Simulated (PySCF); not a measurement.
**`C=C[C@@H]1O[C@@H](C#N)[GeH2]1`, C₅H₇GeNO**

Geometry:
```json
{"atom": "C1", "x (Å)": "1.807", "y (Å)": "-0.662", "z (Å)": "-1.370"}
{"atom": "C2", "x (Å)": "1.755", "y (Å)": "0.154", "z (Å)": "-0.331"}
{"atom": "C3", "x (Å)": "0.762", "y (Å)": "0.063", "z (Å)": "0.773"}
{"atom": "O4", "x (Å)": "-0.172", "y (Å)": "-1.002", "z (Å)": "0.660"}
{"atom": "C5", "x (Å)": "-1.310", "y (Å)": "-0.440", "z (Å)": "0.004"}
{"atom": "C6", "x (Å)": "-2.548", "y (Å)": "-0.961", "z (Å)": "0.495"}
{"atom": "N7", "x (Å)": "-3.553", "y (Å)": "-1.326", "z (Å)": "0.905"}
{"atom": "Ge8", "x (Å)": "-0.745", "y (Å)": "1.419", "z (Å)": "0.600"}
{"atom": "H9", "x (Å)": "1.129", "y (Å)": "-1.494", "z (Å)": "-1.463"}
{"atom": "H10", "x (Å)": "2.548", "y (Å)": "-0.552", "z (Å)": "-2.142"}
{"atom": "H11", "x (Å)": "2.456", "y (Å)": "0.973", "z (Å)": "-0.220"}
{"atom": "H12", "x (Å)": "1.272", "y (Å)": "-0.009", "z (Å)": "1.739"}
{"atom": "H13", "x (Å)": "-1.259", "y (Å)": "-0.581", "z (Å)": "-1.085"}
{"atom": "H14", "x (Å)": "-0.708", "y (Å)": "2.524", "z (Å)": "-0.449"}
{"atom": "H15", "x (Å)": "-1.435", "y (Å)": "1.901", "z (Å)": "1.863"}
```

Computed with TDDFT CAM-B3LYP/aug-cc-pVDZ circular dichroism and optical rotation, one conformer, gas phase (PySCF). Geometry: GFN2-xTB.

The molecule is flexible and this is one conformer; a measurement averages over conformers. The calculation is non-relativistic, which matters for the atoms heavier than Zn.

(1) Draw the ECD and absorption spectra from the lowest 12 states, each a Gaussian of half-width 0.3 eV at 1/e height.

## Answers

(1) 
```csv
E (eV),λ (nm),Δε (L mol⁻¹ cm⁻¹),ε (L mol⁻¹ cm⁻¹)
5.24,237,+1.56,174
5.39,230,+6.75,756
5.54,224,+19.59,2120
5.69,218,+42.25,4130
5.84,212,+72.09,6150
5.99,207,+89.91,7750
6.14,202,+68.08,9500
6.29,197,+18.35,12500
6.44,193,-19.35,15800
6.59,188,-36.01,16100
6.74,184,-43.11,13300
6.89,180,-42.28,10300
7.04,176,-37.12,8560
```
Δε uses R in velocity form, ε uses f in length form. Only the states computed contribute, so the short-wavelength end is incomplete.
